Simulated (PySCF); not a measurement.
Computed IR spectrum (relative IR intensity) of a molecule C6H6O. Coordinates come from a PBE-D3(BJ)/def2-SVP optimisation. Other conformers were not sampled. Computed with PBE-D3(BJ)/def2-SVP (PySCF 2.14.0). No scaling factor is applied to the harmonic values.

```tsv
ν (cm⁻¹)	relative intensity
414	5.2
525	5.0
591	20
657	59
702	30
816	2.1
858	34
866	4.3
882	100
904	3.1
933	2.6
999	4.7
1031	41
1251	29
1275	7.4
1579	3.0
3074	47
3077	7.6
3162	2.8
3186	7.5
```

**Question.** Pick the molecule that these values belong to.
A. C#C[C@H]1C[C@H]1C=O
B. C#C[C@@H]1C=C(C)O1
C. C#C[C@H](C=C)C=O
D. C1=C[C@H]2C=C[C@@H]1O2

**Answer.** D, C1=C[C@H]2C=C[C@@H]1O2
